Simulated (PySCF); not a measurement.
Ionising CaTe

RHF; Ca def2-SVP, Te def2-SVP with ECP28; scalar-relativistic core potentials (PySCF 2.14). Neutral (RHF): singlet (closed shell), Re = 2.710 Å, ωe = 299 cm⁻¹, De = 0.86 eV, HOMO -6.21 eV, LUMO -0.93 eV.

CaTe⁺ (UHF): doublet (π ↑), Re = 2.881 Å, ωe = 250 cm⁻¹, De = 0.98 eV to Ca⁺ + Te. The energies at the minima are -943.68901 hartree for CaTe and -943.50498 for CaTe⁺.

Task: Work out the adiabatic ionisation energy, without and with harmonic zero-point energies (1 hartree = 27.2114 eV, 1 eV = 8065.5 cm⁻¹), and the change of the bond length.

Result: At HF: 0.18403 hartree = 5.008 eV between the minima; the zero-point term (250.0 − 299.0)/2 cm⁻¹ = -0.003 eV makes it 5.005 eV. Re changes by +17.1 pm against the neutral. Minus the HOMO energy is 6.21 eV, +1.20 eV from the value between the minima; Hartree–Fock orbital energies leave out relaxation and correlation. The electron leaves a π orbital; in so polar a molecule the change of length follows mostly from the change of the ionic charges.

These are scalar-relativistic numbers at best; spin–orbit coupling would shift them, the dissociation energy most. For an ion De counts to the pair picked by the measured ionisation energies or electron affinities, which need not be the lowest pair at this level. Where the molecule has an RHF reference, its open-shell atoms are computed with UHF. Hartree–Fock leaves out correlation, which carries a large part of most bond energies and some tenths to 1 eV of ionisation energies. States were picked by a PBE0 search and need not be the measured ground states.

Neutral and ion stand on different kinds of reference determinant, which adds to the error of the difference.
